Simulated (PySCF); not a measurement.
SnI, SMILES [I][Sn+] (connectivity only; charge and spin as stated), charge +1, multiplicity 1.

Coordinates come from a PBE-D3(BJ)/def2-TZVP optimisation. The multiplicity is an assumed one; other spin states were not compared. The def2 effective core potentials stand for the cores of I, Sn; spin–orbit coupling is left out.

Calculation: PBE-D3(BJ)/def2-TZVP (PySCF 2.14.0).

Frequencies are harmonic and unscaled.

```json
[
 {"mode": "1", "ν (cm⁻¹)": "231", "IR (km/mol)": "21.1", "moving atoms (share of kinetic energy)": "Sn 52 %, I 48 %"}
]
```
